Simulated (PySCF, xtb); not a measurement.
Si(F)2(OH)2 (F₂H₂O₂Si), SMILES F[Si](F)(O)O.

GFN2-xTB run with xtb 6.7.1 at its own geometry gives an orbital gap of 10.84 eV and a dipole moment of 3.09 D.

Geometry optimised at ωB97X-D3(BJ)/def2-SVP. One conformer was computed; it need not be the lowest.

Problem. What does B3LYP/def2-TZVP run with PySCF give? (The exact figures need the calculation; the answer reports its results.)

Solution. gap 9.57 eV (levels -9.85 and -0.28 eV), dipole 2.48 D.
